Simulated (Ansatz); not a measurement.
CH10BNSi2 (`BN(C)[SiH2][SiH3]`) at its PBE0-D4/def2-TZVP geometry, where that method's forces vanish. Charge 0, multiplicity 1.

```xyz
15

B    -0.1436    0.2205    1.6603
N     0.4062   -0.5082    0.6077
C     1.2938   -1.6419    0.8391
Si    0.0785   -0.1250   -1.0762
Si   -1.3522    1.7074   -1.3035
H    -0.8687    1.1458    1.4201
H     0.1120   -0.0826    2.7920
H     1.4280   -1.7936    1.9104
H     0.8810   -2.5586    0.4063
H     2.2753   -1.4712    0.3857
H    -0.5041   -1.3337   -1.7288
H     1.3787    0.1325   -1.7615
H    -0.7574    2.9331   -0.7112
H    -2.6733    1.4412   -0.6781
H    -1.5543    1.9344   -2.7624
```

What forces (eV/Å) does ωB97M-V/def2-TZVPP give on these atoms in the Gaussian-basis code of Ansatz? (An estimate is asked.)

Computed: 
```
B1  -0.066  0.089  0.159
N2  -0.123  0.156 -0.072
C3   0.192 -0.244  0.061
Si4  0.013 -0.022 -0.189
Si5 -0.057  0.073 -0.021
H6   0.080 -0.102  0.028
H7  -0.029  0.034 -0.130
H8  -0.003  0.002 -0.089
H9   0.030  0.075  0.037
H10 -0.080 -0.010  0.038
H11  0.063  0.124  0.073
H12 -0.134 -0.030  0.077
H13 -0.064 -0.142 -0.065
H14  0.152  0.027 -0.069
H15  0.026 -0.029  0.162
```
